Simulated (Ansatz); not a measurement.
C8H6N2Se, SMILES c1c[se]c(-c2cncnc2)c1. Atoms are numbered in the order given.

```xyz
17

C      2.4518     1.0209    -1.2511
C      2.9232     0.5909    -0.0404
Se     1.5528    -0.0723     1.0411
C      0.3596     0.3214    -0.3739
C     -1.0733     0.0602    -0.2709
C     -1.6197    -0.9279     0.5696
N     -2.9260    -1.1623     0.6560
C     -3.7216    -0.4170    -0.1135
N     -3.3287     0.5481    -0.9481
C     -2.0224     0.7879    -1.0161
C      1.0426     0.8744    -1.4340
H      3.1048     1.4381    -2.0203
H      3.9531     0.6043     0.3134
H     -0.9615    -1.5552     1.1843
H     -4.7984    -0.6130    -0.0523
H     -1.6997     1.6009    -1.6763
H      0.5410     1.1557    -2.3620
```

Coordinates come from a B3LYP-D3(BJ)/def2-SVP optimisation. This is a generated structure with no PubChem entry under its InChIKey; it may be hypothetical. The values are those of a single conformer.

Two levels are set side by side: PBE-D3(BJ)/def2-SVP (Ansatz, a program for electronic structure) and B3LYP-D3(BJ)/def2-SVP (Ansatz). Each level has its own optimised geometry; the coordinates shown are those of the second. Differences are taken from unrounded values.

```csv
quantity,B3LYP-D3(BJ),PBE-D3(BJ),PBE-D3(BJ) minus B3LYP-D3(BJ)
mean bond length (Å),1.339,1.346,0.007
bond C1–C2 (Å),1.369,1.379,0.011
bond C1–C11 (Å),1.429,1.427,-0.001
bond C2–Se3 (Å),1.867,1.867,-0.001
bond Se3–C4 (Å),1.892,1.896,0.004
bond C4–C5 (Å),1.460,1.458,-0.002
bond C4–C11 (Å),1.377,1.389,0.012
bond C5–C6 (Å),1.408,1.416,0.009
bond C5–C10 (Å),1.409,1.418,0.009
bond C6–N7 (Å),1.330,1.336,0.006
bond N7–C8 (Å),1.334,1.343,0.008
bond C8–N9 (Å),1.335,1.343,0.008
bond N9–C10 (Å),1.330,1.337,0.007
bond C1–H12 (Å),1.092,1.100,0.008
bond C2–H13 (Å),1.089,1.097,0.008
bond C6–H14 (Å),1.098,1.107,0.010
bond C8–H15 (Å),1.096,1.105,0.009
```

Exact exchange shortens and stiffens bonds; PBE has none. Differences between two approximate levels are no errors against the true value.
